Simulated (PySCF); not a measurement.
## Copper: a sound run and one with changed settings

Sound run: Cu⁺ [Ar] 3d10, Cu²⁺ [Ar] 3d9. Calculation: PySCF 2.14, in x2c-SVPall (5s3p3d1f, 36 functions); the spin-free X2C one-electron Hamiltonian (Gaussian nucleus). In the sound run the correlated levels freeze [Ar]. The sound run starts from symmetry-adapted Hartree-Fock orbitals and uses a fine grid where one is needed.

Changed run: basis STO-3G, all-electron and non-relativistic. This setting is unsound on purpose.

| species | method | sound run (hartree) | changed run (hartree) | converged |
| --- | --- | --- | --- | --- |
| Cu⁺ | UHF | -1652.59959 | -1618.43525 | yes |
| Cu⁺ | LDA | -1651.27852 | -1616.54973 | yes |
| Cu⁺ | M06-L | -1654.08584 | -1619.65778 | yes |
| Cu⁺ | MP2 | -1652.87451 | -1618.43406 | yes |
| Cu²⁺ | UHF | -1651.96027 | -1619.11464 | yes |
| Cu²⁺ | LDA | -1650.47711 | -1617.14196 | yes |
| Cu²⁺ | M06-L | -1653.33494 | -1620.25126 | yes |
| Cu²⁺ | MP2 | -1652.12809 | -1619.11687 | yes |

Ionisation energy of Cu⁺:

| method | sound run (eV) | changed run (eV) |
| --- | --- | --- |
| UHF | 17.397 | -18.487 |
| LDA | 21.807 | -16.115 |
| M06-L | 20.433 | -16.149 |
| MP2 | 20.311 | -18.580 |
| SCS-MP2 | 19.936 | -18.578 |

A minimal basis cannot let orbitals breathe on ionisation and holds almost no correlation. The Hamiltonian changed with the basis, so the totals do not compare. A negative ionisation energy or a positive MP2 energy shows that the occupation asked for is not the lowest one in this basis.

For comparison, NIST gives 20.292 eV between the lowest levels.
